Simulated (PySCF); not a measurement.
# C6H6ClN3Si: full NMR table

```
Formula                               : C6H6ClN3Si
SMILES                                : [SiH3]c1cccc2c(Cl)nnn12
Point group of the computed structure : Cs
Degrees of unsaturation               : 6
Carbon signals                        : 6
Proton signals                        : 4
```

Mapped SMILES: `[SiH3:1][c:2]1[cH:3][cH:4][cH:5][c:6]2[c:7]([Cl:8])[n:9][n:10][n:11]12` (H(Xn): hydrogen on atom n).

- structure optimised with GFN2-xTB
- σ from GIAO-PBE0/pcSseg-1
- program: PySCF 2.14.0 with density-fitted response routines
- one computed conformer, rapidly exchanging positions averaged, relativity neglected, no solvent model

Referencing at the same level of theory: ¹H (31.72 ppm), ¹³C (186.93 ppm), ²⁹Si (349.16 ppm) against TMS; ¹⁵N (267.73 ppm) against NH3.

| carbon | δC, type | δH (multiplicity) | HMBC from (2–3 bonds) | span of the C tensor (ppm) |
| --- | --- | --- | --- | --- |
| C2 | 137.8, C | – | H(C3), H(C4), H(Si1) | 190 |
| C3 | 129.4, CH | 7.48 (m) | H(C5), H(C4), H(Si1) | 220 |
| C4 | 128.7, CH | 7.47 (m) | H(C5), H(C3) | 227 |
| C5 | 124.9, CH | 8.07 (d) | H(C3), H(C4) | 218 |
| C6 | 135.8, C | – | H(C5), H(C4) | 170 |
| C7 | 136.8, C | – | H(C5) | 101 |

Other nuclei:
```csv
atoms,nucleus,environment,δ (ppm),σ (ppm)
H(Si1),¹H,hydrogen on a silicon bonded to C,4.77,26.94
Si1,²⁹Si,"silicon bonded to C, 3 H",-77.0,426.1
N9,¹⁵N,pyridine-type nitrogen of an azole,387.9,-120.2
N10,¹⁵N,pyridine-type nitrogen of an azole,360.8,-93.0
N11,¹⁵N,pyrrole-type ring nitrogen,292.3,-24.6
```

Carbon types of the structure: 3 × C, 3 × CH, leaving 3 H on heteroatoms. δC 137.8: substituted aromatic carbon next to a ring nitrogen. δC 136.8: aromatic carbon bearing chlorine. δC 135.8: ring-fusion aromatic carbon. δC 129.4, 128.7, 124.9: aromatic CH. δH 8.07, 7.48, 7.47: hydrogen on an aromatic CH; ring-current deshielding.

Carbons that carry Cl, above all several Cl atoms, come out too deshielded, partly because spin–orbit coupling is missing. Shifts are as computed. Against solution values, carbons near 30 ppm lie about +3 ppm off and those near 130 ppm about +5 ppm; carbons on Cl a further +6 ppm. Of 1211 compounds with measured shifts, 218 miss one by over three times the rms of a fit or turn the order of signals round; such compounds aren't used in these exercises. Experimental scales use liquid or dissolved standards, which lie at an offset from isolated NH3 (liquid NH3: subtract about 20 ppm). Unscaled 15N shifts of sp2 nitrogen come out 20 to 40 ppm too high even then. No couplings were computed; multiplicities are counted from neighbouring protons, with m where these are inequivalent, close in shift, in a saturated or five-membered ring or joined by F or P, and br s for small geminal =CH2 splittings.
